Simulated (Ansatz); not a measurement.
AlCl3H3P (`[PH3+][Al-]([Cl])([Cl])[Cl]`). Charge 0, multiplicity 1.

Cartesian coordinates in Å:
```
P -0.705 0.595 -0.651
Al 0.841 -0.710 0.777
Cl 0.957 0.572 2.443
Cl -0.284 -2.477 0.999
Cl 2.518 -0.792 -0.493
H -0.297 1.886 -1.035
H -1.984 0.874 -0.136
H -1.046 0.052 -1.903
```

**Question.** List the harmonic frequencies (cm⁻¹, unscaled) at PBE0-D4/def2-TZVP in Ansatz. (Best estimate.)

**Answer.** Ansatz gave: 67, 67, 113, 137, 137, 160, 302, 387, 411, 411, 576, 576, 981, 1110, 1110, 2486, 2510, 2510.

**Question.** Is this a minimum?

**Answer.** Yes, all 18 modes are real.

**Question.** Give the ideal-gas thermochemistry at 298.15 K and 1 bar (rigid rotor, harmonic oscillator; point group C3v, symmetry number 3).

**Answer.** Zero-point energy 84.0 kJ/mol; H(298) − E = 109.8 kJ/mol; entropy 394.8 J/(mol·K), of which translation 172.7, rotation 115.7, vibration 106.4; G(298) − E = -7.9 kJ/mol. Modes under 100 cm⁻¹ are hindered rotations or soft bends, so the harmonic entropy is rough.

**Question.** And at 400, 500, 600, 800 and 1000 K?

**Answer.** 
```tsv
T (K)	H − E (kJ/mol)	S (J/mol/K)	G − E (kJ/mol)
400	122.7	431.8	-50.1
500	136.2	461.9	-94.8
600	150.4	487.8	-142.3
800	180.4	530.9	-244.3
1000	212.0	566.2	-354.2
```

**Question.** Rotational constants (cm⁻¹)?

**Answer.** 0.03742, 0.03742, 0.03643.
